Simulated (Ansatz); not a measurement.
Ansatz (an electronic-structure program) input (PBE0/def2-SVP):

Ansatz 0.2 input:
```yaml
crystal:
  periodic: [false, false, false]
  atoms:
    - {symbol: N, position_ang: [-1.91279666, 0.20129944, -0.18673064]}
    - {symbol: Si, position_ang: [-0.04255193, 0.00447809, -0.00415400]}
    - {symbol: Cl, position_ang: [0.65943691, 1.79276270, -0.55175440]}
    - {symbol: Cl, position_ang: [0.18276416, -0.43269413, 1.93200960]}
    - {symbol: Cl, position_ang: [0.38326718, -1.48903475, -1.26062280]}
    - {symbol: H, position_ang: [-2.27018730, 0.94911548, 0.41472503]}
    - {symbol: H, position_ang: [-2.40557560, -0.65973929, 0.06721232]}
    - {symbol: H, position_ang: [-2.17189353, 0.43125944, -1.15041784]}
basis:
  gaussian:
    orbitals: def2-SVP
hamiltonian:
  xc: {name: PBE0}
total_charge: 1
```

End of the output:

```
integrals: 0.05 GiB planned
942 factors; integrals over basis functions are off by at most 1.0e-3 eV
0.16 GiB of the device are held for the grids
0.38 GiB of device memory are held for the factors and their scratch space
mean field: 0.20 GiB planned
mean field evaluation 1: about -46944.4249 eV, gradient 5.1e1 eV
mean field evaluation 2: about -46942.7464 eV, gradient 5.7e1 eV
mean field evaluation 4: about -46949.4657 eV, gradient 1.2e0 eV
mean field evaluation 8: about -46949.5713 eV, gradient 1.1e-1 eV
mean field evaluation 16: about -46949.5714 eV, gradient 7.5e-6 eV
mean field -46949.57138483 eV, -1725.3649248300 hartree, gradient 7.5e-6 eV, S^2 0.000000; 0 other end points of the search recorded, 0 dependent functions left out
reference -46949.57140673 eV, -1725.3649256349 hartree; 37, 37 occupied and 64, 64 virtual orbitals, 942 factors
Total energy: -46949.57140673 eV, -1725.3649256349 hartree
```

It need not be the lowest isomer of its formula.
